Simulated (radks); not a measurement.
Yb, configuration [Xe] 4f14 5d1 6s0.5 6p0.5 (fractional occupations, a model configuration).

Calculated with a radial shooting solver on a logarithmic mesh with Libxc functionals: scalar-relativistic Kohn-Sham, SCAN, spin-polarised, spherical densities, finite nucleus; open shells are filled with parallel spins first (spin-orbit coupling, left out, can overturn this in heavy ions); meta-GGA in the generalised Kohn-Sham scheme; Fermi nuclear charge, rms radius 5.3108 fm.

Energy parts (Ry):
| part | energy |
|---|---|
| total | -28120.1712 |
| kinetic | 30638.5593 |
| electron-nucleus | -69214.9911 |
| Hartree | 11044.2601 |
| exchange-correlation | -587.9995 |

Orbitals (lengths in bohr, moments of r in powers of bohr; <r^-3> diverges for s and p1/2; r(max) is where P^2 peaks):
1s up: occ. 1; eigenvalue (Ry) -4506.267; <r^4> 7.565e-07; r(max) 0.01237; <1/r> 80.62
1s down: occ. 1; eigenvalue (Ry) -4506.267; <r^4> 7.565e-07; r(max) 0.01237; <1/r> 80.62
2s up: occ. 1; eigenvalue (Ry) -765.2871; <r^4> 0.0001161; r(max) 0.07051; <1/r> 18.82
2s down: occ. 1; eigenvalue (Ry) -765.2863; <r^4> 0.0001161; r(max) 0.07051; <1/r> 18.82
2p up: occ. 3; eigenvalue (Ry) -674.2032; <r^4> 0.00008927; <r^-3> 15980; r(max) 0.05756; <1/r> 17.26
2p down: occ. 3; eigenvalue (Ry) -674.2023; <r^4> 0.00008927; <r^-3> 15980; r(max) 0.05756; <1/r> 17.26
3s up: occ. 1; eigenvalue (Ry) -173.2899; <r^4> 0.004325; r(max) 0.1991; <1/r> 6.960
3s down: occ. 1; eigenvalue (Ry) -173.2915; <r^4> 0.004325; r(max) 0.1991; <1/r> 6.960
3p up: occ. 3; eigenvalue (Ry) -145.6467; <r^4> 0.004606; <r^-3> 3491; r(max) 0.1964; <1/r> 6.471
3p down: occ. 3; eigenvalue (Ry) -145.6482; <r^4> 0.004606; <r^-3> 3491; r(max) 0.1964; <1/r> 6.471
3d up: occ. 5; eigenvalue (Ry) -111.9713; <r^4> 0.003608; <r^-3> 457.3; r(max) 0.1605; <1/r> 6.120
3d down: occ. 5; eigenvalue (Ry) -111.9721; <r^4> 0.003608; <r^-3> 457.3; r(max) 0.1605; <1/r> 6.120
4s up: occ. 1; eigenvalue (Ry) -34.45182; <r^4> 0.1048; r(max) 0.4554; <1/r> 2.931
4s down: occ. 1; eigenvalue (Ry) -34.45428; <r^4> 0.1048; r(max) 0.4555; <1/r> 2.931
4p up: occ. 3; eigenvalue (Ry) -25.33648; <r^4> 0.1395; <r^-3> 787.5; r(max) 0.4764; <1/r> 2.677
4p down: occ. 3; eigenvalue (Ry) -25.33886; <r^4> 0.1395; <r^-3> 787.6; r(max) 0.4764; <1/r> 2.677
4d up: occ. 5; eigenvalue (Ry) -13.30658; <r^4> 0.2173; <r^-3> 87.27; r(max) 0.4912; <1/r> 2.365
4d down: occ. 5; eigenvalue (Ry) -13.30820; <r^4> 0.2172; <r^-3> 87.28; r(max) 0.4912; <1/r> 2.366
4f up: occ. 7; eigenvalue (Ry) -0.23825; <r^4> 3.875; <r^-3> 12.22; r(max) 0.4838; <1/r> 1.725
4f down: occ. 7; eigenvalue (Ry) -0.23330; <r^4> 3.015; <r^-3> 12.32; r(max) 0.4836; <1/r> 1.734
5s up: occ. 1; eigenvalue (Ry) -4.10236; <r^4> 4.138; r(max) 1.064; <1/r> 1.096
5s down: occ. 1; eigenvalue (Ry) -4.09869; <r^4> 4.077; r(max) 1.064; <1/r> 1.098
5p up: occ. 3; eigenvalue (Ry) -2.05747; <r^4> 9.753; <r^-3> 92.73; r(max) 1.233; <1/r> 0.8941
5p down: occ. 3; eigenvalue (Ry) -2.04107; <r^4> 9.223; <r^-3> 94.14; r(max) 1.232; <1/r> 0.9005
5d up: occ. 1; eigenvalue (Ry) -0.09103; <r^4> 900.1; <r^-3> 1.706; r(max) 2.080; <1/r> 0.3729
6s up: occ. 0.5; eigenvalue (Ry) -0.35682; <r^4> 494.7; r(max) 3.283; <1/r> 0.3204
6p up: occ. 0.5; eigenvalue (Ry) -0.12994; <r^4> 2039; <r^-3> 4.581; r(max) 4.558; <1/r> 0.2247

The highest occupied level is 5d up at -1.239 eV. The density falls to 0.001 e/bohr^3 at r = 4.99 bohr. The electron density at the nucleus is 1.085e+06 e/bohr^3 (large components only). The spin density at the nucleus is 17.99 e/bohr^3 (1s 0.05, 2s 0.01, 3s 0.30, 4s 0.08, 5s -1.07, 6s 18.62). Spin moment in Bohr magnetons: 2. Summed over all electrons, <r^2> = 82.38 bohr^2, which gives a Langevin (diamagnetic) susceptibility term of -65.2 x 10^-6 cm^3/mol.

Empty levels of this run are not shown, since the potential may be unsettled where no density lies.
